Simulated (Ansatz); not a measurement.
`CC[O][Zr]([OH])([OH])[O]CC` and `CC[O][Zr]([OH])([O]CC)[O]CC` differ in one atom or group.

Ansatz, PBE0-D4/def2-TZVP geometries, multiplicity 1. Each molecule was computed in one conformer, which needn't be the lowest.

Elements past krypton have def2 core potentials.

```csv
property,`CC[O][Zr]([OH])([OH])[O]CC`
HOMO energy (B3LYP/def2-TZVPP) / eV,-7.39
HOMO energy (PBE0/def2-TZVPP) / eV,-7.62
HOMO–LUMO gap (PBE0/def2-TZVPP) / eV,7.70
LUMO energy (PBE/def2-TZVPP) / eV,-0.58
size of the dipole moment (ωB97M-V/def2-TZVPP) / D,0.32
size of the dipole moment (PBE/def2-TZVPP) / D,0.37
```

Give the same properties after the change, and the shifts. (Estimate.)

Ansatz gave: 
```json
{"property": "HOMO energy (B3LYP/def2-TZVPP) / eV", "`CC[O][Zr]([OH])([O]CC)[O]CC`": "-7.24", "shift": "0.15"}
{"property": "HOMO energy (PBE0/def2-TZVPP) / eV", "`CC[O][Zr]([OH])([O]CC)[O]CC`": "-7.47", "shift": "0.15"}
{"property": "HOMO–LUMO gap (PBE0/def2-TZVPP) / eV", "`CC[O][Zr]([OH])([O]CC)[O]CC`": "7.62", "shift": "-0.08"}
{"property": "LUMO energy (PBE/def2-TZVPP) / eV", "`CC[O][Zr]([OH])([O]CC)[O]CC`": "-0.51", "shift": "0.07"}
{"property": "size of the dipole moment (ωB97M-V/def2-TZVPP) / D", "`CC[O][Zr]([OH])([O]CC)[O]CC`": "0.36", "shift": "0.04"}
{"property": "size of the dipole moment (PBE/def2-TZVPP) / D", "`CC[O][Zr]([OH])([O]CC)[O]CC`": "0.40", "shift": "0.03"}
```

With PBE0 the HOMO rises by 0.15 eV and the LUMO rises by 0.08 eV, so the gap narrows by about 0.07 eV. PBE moves the HOMO by 0.14 eV and ωB97M-V by 0.16 eV. Dipoles are sizes alone; their direction can turn.

B3LYP here is the variant with VWN-RPA as its local correlation; programs differ in this.
